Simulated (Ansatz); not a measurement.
```yaml
crystal:
  periodic: [false, false, false]
  atoms:
    - {symbol: La, position_ang: [0.050745, 0.455582, 0.528037]}
    - {symbol: O, position_ang: [1.798239, 0.069313, -1.090501]}
    - {symbol: O, position_ang: [1.966247, -0.822791, 0.463566]}
    - {symbol: O, position_ang: [-1.978877, -0.131393, -0.014191]}
    - {symbol: H, position_ang: [-0.180833, 2.278477, 1.694111]}
    - {symbol: H, position_ang: [-2.886482, -0.329589, -0.699940]}
    - {symbol: H, position_ang: [1.828773, -1.507870, -0.605603]}
basis:
  gaussian: {orbitals: def2-SVP}
hamiltonian: {xc: {name: HF}}
correlation: {method: bccd_t}
scf: {omitted_lower_state_checks: [starts]}
```

```sh
$ ansatz run in.yaml --threads 4 --pin off --events-out ev --progress --plain --max-ram 3916MiB
```

It prints (some lines left out):

```
Functional definition: HF
850 factors; integrals over basis functions are off by at most 1.3e-3 eV
mean field evaluation 1: about -6992.0374 eV, gradient 4.7e1 eV
mean field evaluation 2: about -6992.1372 eV, gradient 4.8e1 eV
mean field evaluation 4: about -6997.0890 eV, gradient 4.5e0 eV
mean field evaluation 8: about -6997.2603 eV, gradient 1.0e0 eV
mean field evaluation 16: about -6997.2707 eV, gradient 1.9e-6 eV
mean field -6997.27070126 eV, -257.1449553509 hartree, gradient 2.0e-6 eV, S^2 0.000000; 0 other end points of the search recorded, 0 dependent functions left out; unrestricted orbitals would lower it
3 core orbitals not correlated: weight in the atoms' cores, before any rotation towards them, 1.000 or more for the frozen orbitals, at most 0.000 for the correlated occupied ones
reference -6997.27070126 eV, -257.1449553509 hartree; 16, 16 occupied and 70, 70 virtual orbitals, 850 factors
second order -21.20003778 eV of doubles, -0.00000000 eV of singles
cycle   1  -20.46362392 eV  change    7.4e-1 eV  update   2.0e-1
cycle   2  -21.34819144 eV  change   -8.8e-1 eV  update   9.7e-2
cycle   3  -21.65624058 eV  change   -3.1e-1 eV  update   5.6e-2
cycle   4  -21.69371834 eV  change   -3.7e-2 eV  update   2.8e-2
cycle   5  -21.64158194 eV  change    5.2e-2 eV  update   1.2e-2
cycle   6  -21.63892948 eV  change    2.7e-3 eV  update   7.5e-3
cycle   7  -21.64277522 eV  change   -3.8e-3 eV  update   4.1e-3
cycle   8  -21.63941120 eV  change    3.4e-3 eV  update   2.4e-3
cycle   9  -21.63870087 eV  change    7.1e-4 eV  update   1.5e-3
cycle  10  -21.63993943 eV  change   -1.2e-3 eV  update   9.6e-4
cycle  11  -21.63840662 eV  change    1.5e-3 eV  update   5.8e-4
cycle  12  -21.63855622 eV  change   -1.5e-4 eV  update   3.2e-4
cycle  13  -21.63903809 eV  change   -4.8e-4 eV  update   1.8e-4
cycle  14  -21.63881676 eV  change    2.2e-4 eV  update   8.6e-5
cycle  15  -21.63904182 eV  change   -2.3e-4 eV  update   5.9e-5
cycle  16  -21.63907233 eV  change   -3.1e-5 eV  update   3.6e-5
perturbative correction -0.95883703 eV, -0.0352366108 hartree
Total energy: -7019.86861061 eV, -257.9754132022 hartree
Checks for a lower state left out: starts
```

It took 4.1 s on 4 threads of Arm Neoverse V2 on a shared host.

In the def2 sets La takes a core potential; there is no spin–orbit coupling. Correlated methods freeze 3 core orbitals; core or outer-core shells of La are correlated, in sets that lack core-valence functions. The restricted singlet (for correlated methods, its reference) is unstable: a solution with broken spin symmetry lies lower.
